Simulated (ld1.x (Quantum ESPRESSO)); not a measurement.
## Sr (Z = 38): one change to a TM potential, before and after

| Item | Value |
| --- | --- |
| Element | strontium (Sr) |
| Generator | ld1.x (Quantum ESPRESSO) 7.5 |
| Type | norm-conserving Troullier–Martins (Kleinman–Bylander form) |
| Functional | PBE |
| Relativity | non-relativistic |
| Frozen core | [Kr] |
| Valence charge | 2 |
| Reference configuration | 4d0 5s1.75 5p0 (charge +0.25) |
| Partial waves | 5s (bound): rc 3.05 bohr; 5p (bound, empty): rc 3.20 bohr; 4d (bound, empty): rc 3.70 bohr; 4f channel at 0.2 Ry: rc 3.25 bohr |
| Local potential | all-electron potential smoothed inside 3.65 bohr (lloc = -2) |
| Core correction | none |

Change: all radii scaled by about 0.95 (s 2.90, p 3.04, d 3.52, f 3.10 bohr); local potential all-electron potential smoothed inside 3.48 bohr (lloc = -2).

Cutoffs: the cutoffs (Ry, on a coarse ladder) from which the occupation-weighted sum of valence levels, in a spherical-Bessel basis at the reference potential, stays within 10 and 1 mRy of its value at 400 Ry; they do not see the model core or the augmentation charge, which bear on the density cutoff. Errors are all-electron minus pseudo energies relative to the spin-unpolarised reference configuration.

Question: What does the change do?

Answer: The potential gets harder (6 Ry and 8 Ry → 6 Ry and 15 Ry); of the 7 tests that both files solve, the error grows in 1 and shrinks in 0 by more than 15 % and 0.3 meV (median size 95.9 → 115.1 meV); neither file shows a bound ghost. A smaller radius makes the pseudo-wave follow the all-electron one further in, where it bends more sharply, so more plane waves are needed.

| quantity | base | changed |
| --- | --- | --- |
| cutoff, loose | 6 Ry | 6 Ry |
| cutoff, tight | 8 Ry | 15 Ry |
| bound ghosts | none | none |
| error for 4d0 5s2 5p0, meV [ΔE -1.01 eV] | 0.0 | 0.0 |
| error for 4d0 5s1 5p0, meV [ΔE 4.79 eV] | +7.0 | +7.3 |
| error for 4d0 5s1.5 5p0, meV [ΔE 1.30 eV] | +0.1 | +0.2 |
| error for 4d0 5s0 5p2, meV [ΔE 3.46 eV] | +96 | +115 |
| error for 4d0 5s0 5p1, meV [ΔE 7.57 eV] | +138 | +152 |
| error for 4d0.5 5s1.5 5p0, meV [ΔE -0.01 eV] | +134 | +134 |
| error for 4d1 5s0 5p0, meV [ΔE 6.20 eV] | +588 | +603 |

Base: The cutoffs count occupied waves only; the empty 4d level needs 12 Ry at the loose tolerance. Changed file: The cutoffs count occupied waves only; the empty 4d level needs 12 Ry at the loose tolerance.
